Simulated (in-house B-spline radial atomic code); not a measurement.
Radial electron density of the gallium ion Ga³⁺, [Ne] 3s2 3p5 3d10 4p1. Level of theory: scalar-relativistic (X2C) HSE06, spin-polarised, spherical fractional occupations, exact exchange averaged over the configuration, Fermi nucleus of rms radius 3.9973 fm; calculated with a B-spline radial code for spherical atoms.

One-electron X2C: radii and densities carry no picture-change correction, so inner-shell <1/r> comes out high (for 1s by about 2 % at Z = 33, 5 % at 54, 10 % at 75, 30 % at 118) and <r> low.

Columns: r (bohr), 4πr²n(r) (electrons per bohr), bar.

```
 0.00175    1.009 #
 0.00214     1.43 #
 0.00261    2.006 ##
 0.00318    2.794 ###
 0.00389    3.891 ####
 0.00474    5.336 #####
 0.00579    7.269 #######
 0.00707    9.765 ##########
 0.00863     12.9 #############
  0.0105    16.63 #################
  0.0129    21.18 ######################
  0.0157    25.89 ##########################
  0.0192    30.66 ###############################
  0.0234    34.69 ###################################
  0.0286    37.35 ######################################
  0.0349    37.96 #######################################
  0.0426    36.42 #####################################
   0.052    33.47 ##################################
  0.0634    30.76 ###############################
  0.0774    30.29 ###############################
  0.0945    33.24 ##################################
   0.115    38.53 #######################################
   0.141     43.1 ############################################
   0.172    42.82 ############################################
    0.21    36.64 #####################################
   0.256     27.9 ############################
   0.313    21.98 ######################
   0.382    21.92 ######################
   0.466    24.98 ##########################
   0.569    25.91 ##########################
   0.695    22.04 #######################
   0.848    15.17 ###############
    1.04    8.467 #########
    1.26    4.263 ####
    1.54    2.006 ##
    1.88    1.059 #
     2.3   0.6125 #
    2.81   0.3168 
    3.43   0.1223 
    4.18  0.03154 
    5.11 0.004559 
    6.24 0.0003461 
    7.61 1.148e-05
```

On this grid the curve has 3 maxima, near 0.0349, 0.141, 0.569 bohr.

The 3p down radial function P(r) = rR(r), positive near the nucleus:

```tsv
r (bohr)	P
0.00175	0.001346
0.00261	0.002774
0.00389	0.005738
0.00579	0.01184
0.00863	0.02431
0.0129	0.04939
0.0192	0.09697
0.0286	0.1825
0.0426	0.3209
0.0634	0.5067
0.0945	0.6745
0.141	0.6541
0.21	0.237
0.313	-0.5543
0.466	-1.226
0.695	-1.221
1.04	-0.671
1.54	-0.1994
2.3	-0.0247
```
